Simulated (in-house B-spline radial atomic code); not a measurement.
A fraction x of an electron is removed from 4p in the rubidium ion Rb⁺, starting from [Ar] 3d10 4s2 4p6 and keeping the highest spin. Method: non-relativistic OLYP, spin-polarised, spherical fractional occupations, point nucleus. Calculated with an all-electron radial atomic-structure program (B-spline basis).

```tsv
x	E(x) - E(0) (eV)	4p down level (eV)
0	0.0000	-21.662
0.01	0.2172	-21.773
0.18	4.0797	-23.673
0.33	7.7576	-25.369
0.38	9.0403	-25.938
0.5	12.2352	-27.312
0.53	13.0597	-27.657
0.66	16.7527	-29.160
0.79	20.6417	-30.673
0.89	23.7676	-31.845
1	27.3418	-33.141
```

The exact functional would give a straight line between the two integer points. Deviations E(x) - E(0) - x[E(1) - E(0)], in eV: -0.056 at x = 0.01, -0.842 at x = 0.18, -1.265 at x = 0.33, -1.35 at x = 0.38, -1.436 at x = 0.5, -1.431 at x = 0.53, -1.293 at x = 0.66, -0.958 at x = 0.79, -0.567 at x = 0.89.

The curve lies below the straight line by up to 1.436 eV (at x = 0.5): convex, the delocalisation error that favours fractional charges.

(1) How well does Slater's transition state (minus the level at half occupation) give the ionisation energy?

Answers

(1) It gives 27.312 eV against 27.342 eV from the two total energies; NIST lists 27.29 eV, ground level to ground level.
